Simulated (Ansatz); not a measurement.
## Energy profile

The step: BNH₃ClO ([NH2][B]([OH])[Cl]) → BClO + NH₃ (still joined by a long B–N bond); bonds formed: N2–H4; bonds broken: O3–H4; bonds weakened to dative contacts: B1–N2 (atoms numbered as in the saddle structure below).

B1  (-0.399, 0.554, 0.374)
N2  (0.457, -0.544, -0.329)
O3  (-1.501, 0.519, -0.304)
H4  (-0.678, -0.399, -0.831)
Cl5  (0.173, 1.497, 1.739)
H6  (0.671, -1.383, 0.196)
H7  (1.276, -0.244, -0.845)
(Å)

Electronic energies by CCSD(T) at an estimated basis limit (MP2 extrapolated from triple and quadruple zeta, plus CCSD(T) − MP2 in triple zeta), on PBE0-D4/def2-TZVP structures; BNH$_{3}$ClO, closed shell; no counterpoise correction. Program: Ansatz 0.2.0. Basis: def2-TZVPP and def2-QZVPP. Cores are frozen in the correlated methods. Extrapolation: Hartree–Fock as exp(−7.88 √X), correlation as X^−2.97.

**Question.** Give the profile in kJ/mol, counted from the start structure. (An estimate is asked for; the value comes from the calculation.)

**Answer.** The calculation gives:
| point | kJ/mol |
| --- | --- |
| start structure | 0.0 |
| saddle | 204.6 |
| end structure | 118.5 |
| separated: BClO (linked as [O][B][Cl]; B1, O3, Cl5; singlet) + NH$_{3}$ (N2, H4, H6, H7; singlet) | 183.5 |

The T1 diagnostic stays at or below 0.017.

For scale, one of the runs: CCSD(T)/def2-TZVPP, 177 basis functions, launched by `ansatz run in.yaml --threads 2 --pin off --events-out ev --progress --plain --max-ram 4352MiB`. The run took 42 s on 2 CPU threads (shared host), with 1.7 GiB of host memory at its peak.
